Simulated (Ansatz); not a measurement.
# Ansatz timings: C4H4Si (SMILES C#C[SiH2]C#C)

The species is C4H4Si (9 atoms), meant as a singlet with charge 0. As SMILES, `C#C[SiH2]C#C`. Geometry: relaxed at PBE0-D4/def2-TZVP.

| atom | x (Å) | y (Å) | z (Å) |
| --- | --- | --- | --- |
| C | 1.9861 | -0.0680 | 1.6930 |
| C | 1.2450 | -0.3182 | 0.7758 |
| Si | 0.1395 | -0.7138 | -0.6164 |
| C | -1.2529 | 0.4596 | -0.6484 |
| C | -2.1806 | 1.2287 | -0.6817 |
| H | 2.6396 | 0.1556 | 2.5051 |
| H | 0.8961 | -0.6114 | -1.8858 |
| H | -0.3846 | -2.0893 | -0.4501 |
| H | -2.9998 | 1.9103 | -0.7086 |

Program: Ansatz 0.2.0. Hardware: 1 thread of AMD EPYC 9R45 (Zen 5), shared host, so times are rough. Ansatz fits the integrals of SCF and DFT runs by default. Its times include its search for lower SCF states.

(1) Estimate their order by wall time, quickest first.
A. energy at wB97M-V/cc-pVDZ
B. energy at HF/cc-pVDZ
C. energy at BHLYP/cc-pVDZ

## Answers

(1) B (1.2 s), C (3.6 s), A (20 s).
